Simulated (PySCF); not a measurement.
Spin-rotation constants: `C=CC(Cl)(Cl)[C@H](F)Cl`, C4H4Cl3F

Geometry:
```
atom   x (Å)   y (Å)   z (Å)
  C1   2.023   0.066   0.242
  C2   0.879  -0.146  -0.381
  C3  -0.422  -0.455   0.283
 Cl4  -0.820  -2.189  -0.023
 Cl5  -0.404  -0.202   2.036
  C6  -1.582   0.368  -0.282
  F7  -1.706   0.160  -1.613
 Cl8  -1.262   2.100  -0.021
  H9   2.922   0.269  -0.312
 H10   2.103   0.047   1.315
 H11   0.807  -0.130  -1.460
 H12  -2.537   0.112   0.190
```

Method used: GIAO B3LYP/pcSseg-1 magnetisability, rotational g tensor and spin-rotation constants, non-relativistic, gas phase (PySCF). Geometry: GFN2-xTB.

Q: Give the nuclear spin-rotation constants along the inertial axes (H = +C I·J) beside the isotropic shieldings.

A: Rotational constants 1.3887, 1.0461, 0.8800 GHz. A star marks the isotopologue with that one atom substituted, in its own axes.
```csv
atom,isotope,Caa (kHz),Cbb (kHz),Ccc (kHz),mean (kHz),σ (ppm)
Cl4,35Cl,0.391,0.359,0.398,0.383,542.0
Cl5,35Cl,0.476,0.252,0.280,0.336,639.9
F7,19F,0.903,0.949,0.946,0.933,318.2
Cl8,35Cl,0.274,0.275,0.343,0.297,668.6
H9,1H,-0.163,-0.107,0.083,-0.062,26.0
H10,1H,-0.142,0.018,-0.028,-0.050,25.4
H11,1H,-0.145,-0.003,-0.010,-0.053,25.4
H12,1H,-0.133,-0.094,0.053,-0.058,25.4
C1,13C*,0.201,0.346,0.419,0.322,52.6
C2,13C*,0.251,0.353,0.434,0.346,40.7
C3,13C*,0.384,0.277,0.257,0.306,77.8
C6,13C*,0.411,0.291,0.275,0.326,65.4
```
For the geometry as given, no vibrational averaging.

Q: How do the rotational constants and the g tensor change when H9, H10, H11, H12 are replaced by deuterium?

A: Constants 1.2915, 1.0069, 0.8598 GHz; g -0.0082, -0.0118, -0.0134, against -0.0082, -0.0121, -0.0143 before.
